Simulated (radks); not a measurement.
Results of a calculation; reference values are marked as such.
Spherical quantum dot in the effective-mass picture: electrons in a hard-walled sphere of radius 1.58, with a point charge +2 (a donor) at the centre, all in effective atomic units (hartree* = m*/eps^2 hartree, bohr* = eps/m* bohr), one dielectric constant everywhere. Level of theory: non-relativistic Kohn-Sham, exchange-only LDA, spin-polarised, spherical densities (a radial shooting solver with Libxc functionals). Levels are named by radial order and angular momentum (1s, 1p, 1d, 2s, ...), and open shells are averaged over m.

N = 21, configuration 1s2 1p6 1d10 2s2 1f(up 1, down 0). This is the lowest configuration that the search found. Occupied and some empty levels:

| level | occupation | eigenvalue (hartree*) | <r> (bohr*) |
|---|---|---|---|
| 1s up | 1 | 17.901 | 0.8514 |
| 1s down | 1 | 17.929 | 0.8491 |
| 1p up | 3 | 19.652 | 1.011 |
| 1p down | 3 | 19.690 | 1.010 |
| 1d up | 5 | 21.868 | 1.078 |
| 1d down | 5 | 21.909 | 1.078 |
| 2s up | 1 | 22.700 | 0.7133 |
| 2s down | 1 | 22.720 | 0.7148 |
| 1f up | 1 | 24.668 | 1.125 |
| 1f down | 0 | 24.711 | 1.125 |
| 2p up | 0 | 27.638 | 0.8188 |
| 2p down | 0 | 27.660 | 0.8189 |
| 1g up | 0 | 28.028 | 1.161 |
| 1g down | 0 | 28.072 | 1.161 |
| 2d up | 0 | 32.301 | 0.8953 |
| 2d down | 0 | 32.326 | 0.8952 |

Energy (hartree*): total 252.409, kinetic 124.24, external -49.652, Hartree 196.72, exchange-correlation -18.899.

Electron density:

| r (bohr*) | n(r) (e/bohr*^3) |
|---|---|
| 0.0811 | 8.013 |
| 0.160 | 5.808 |
| 0.239 | 4.214 |
| 0.318 | 3.091 |
| 0.396 | 2.339 |
| 0.475 | 1.887 |
| 0.554 | 1.678 |
| 0.633 | 1.659 |
| 0.712 | 1.777 |
| 0.790 | 1.971 |
| 0.869 | 2.175 |
| 0.948 | 2.319 |
| 1.03 | 2.337 |
| 1.11 | 2.185 |
| 1.18 | 1.861 |
| 1.26 | 1.396 |
| 1.34 | 0.8766 |
| 1.42 | 0.4131 |
| 1.50 | 0.1044 |
| 1.58 | 0.0002906 |
